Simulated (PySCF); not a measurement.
B(F)2(vinyl) (C2H3BF2), SMILES FB(C=C)F. Heavy atoms are numbered as in [B:1]([F:2])([F:3])[CH:4]=[CH2:5]. Hydrogens are named by the atom that carries them.

Geometry: B3LYP-D3(BJ)/def2-SVP. The values are those of a single conformer.

These are M06-2X/def2-TZVP in PySCF values and carry that method's errors.

Atomic charges (e), one atom of each kind:

```json
[
 {"atom": "B1", "IAO": "0.77", "Mulliken": "0.58"},
 {"atom": "F2", "IAO": "-0.34", "Mulliken": "-0.26"},
 {"atom": "C4 (CH)", "IAO": "-0.34", "Mulliken": "-0.25"},
 {"atom": "C5 (CH2)", "IAO": "-0.22", "Mulliken": "-0.22"},
 {"atom": "H on C4", "IAO": "0.16", "Mulliken": "0.14"},
 {"atom": "H on C5", "IAO": "0.16", "Mulliken": "0.14"}
]
```

Computed Mayer and Wiberg (Löwdin basis) orders of the bonds:
```
bond   Mayer  Wiberg
-----  -----  ------
B1–F2   1.16    2.08
B1–F3   1.15    2.07
B1–C4   1.07    1.23
C4–C5   1.81    2.10
```
